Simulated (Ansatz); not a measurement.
Geometry optimisation, RKS revPBE/6-31G in Ansatz.

Input file:

```yaml
crystal:
  periodic: [false, false, false]
  atoms:
    - { symbol: C, position_ang: [-2.1347, -1.6503, -1.2239] }
    - { symbol: C, position_ang: [-1.1513, -1.0803, -0.2508] }
    - { symbol: Si, position_ang: [-1.0073, 0.782, -0.2076] }
    - { symbol: Si, position_ang: [0.6367, 1.411, 1.4535] }
    - { symbol: C, position_ang: [2.2189, 1.7135, 0.9043] }
    - { symbol: Si, position_ang: [2.7144, 0.2061, 0.193] }
    - { symbol: H, position_ang: [-3.1589, -1.2281, -0.9982] }
    - { symbol: H, position_ang: [-2.1778, -2.6821, -1.2042] }
    - { symbol: H, position_ang: [-1.9388, -1.2949, -2.2214] }
    - { symbol: H, position_ang: [-0.1769, -1.5231, -0.476] }
    - { symbol: H, position_ang: [-1.4195, -1.4383, 0.7726] }
    - { symbol: H, position_ang: [-0.542, 1.3339, -1.4978] }
    - { symbol: H, position_ang: [-2.3382, 1.4108, 0.1387] }
    - { symbol: H, position_ang: [0.4504, 0.5108, 2.6547] }
    - { symbol: H, position_ang: [2.2895, 2.5469, 0.2319] }
    - { symbol: H, position_ang: [2.8782, 2.069, 1.7575] }
    - { symbol: H, position_ang: [2.0624, -0.1106, -1.0897] }
    - { symbol: H, position_ang: [2.7575, -0.9651, 1.1152] }
basis:
  gaussian: { orbitals: "6-31G" }
hamiltonian:
  xc: revpbe
relax:
  f_tol: 0.015
  max_steps: 40
```

Launched with:

```bash
$ ansatz run input.yaml --threads 1 --pin off --max-ram 2048MiB --backend cpu --events-out ev --progress --plain --runs-dir out
```

Question: Where does it end, and by what steps?

Answer: The forces met the threshold. The force dipped under the threshold on the way, but the program's further checks kept it going. Limits of this set-up: no polarisation functions. After 34 steps the energy has fallen by 2.132 eV; H18 moved furthest, 1.76 Å.

```tsv
step	energy less start (eV)	largest force component (eV/Å)	accepted
0	0.0000	6.002	yes
2	-1.4716	0.483	yes
4	-1.5400	0.249	yes
6	-1.5507	0.129	yes
8	-1.5541	0.149	yes
10	-1.5569	0.056	yes
12	-1.5659	0.194	yes
14	-1.6742	0.845	yes
16	-2.0301	1.471	yes
18	-2.1211	0.056	yes
20	-2.1231	0.018	yes
22	-2.1247	0.038	yes
24	-2.1268	0.089	yes
26	-2.1289	0.055	yes
28	-2.1302	0.029	yes
30	-2.1311	0.023	yes
32	-2.1315	0.018	yes
34	-2.1316	0.009	yes
```

```xyz
18
Properties=species:S:1:pos:R:3
C -2.752 -1.514 -1.390
C -1.576 -1.386 -0.388
Si -0.885 0.431 -0.248
Si 0.917 0.631 1.281
C 2.271 2.040 0.985
Si 3.147 0.321 0.654
H -3.606 -0.878 -1.095
H -3.115 -2.558 -1.440
H -2.448 -1.217 -2.410
H -0.738 -2.045 -0.685
H -1.891 -1.712 0.622
H -0.380 0.899 -1.604
H -2.012 1.372 0.157
H 0.600 0.412 2.748
H 2.122 2.695 0.117
H 2.589 2.602 1.874
H 3.527 0.027 -0.779
H 4.194 -0.109 1.655
```

Whether the end is a true minimum wasn't checked by a vibrational analysis.

Time of the run: 6.7 min on 1 thread of Arm Neoverse N1, on a shared host, peak memory 0.18 GiB.
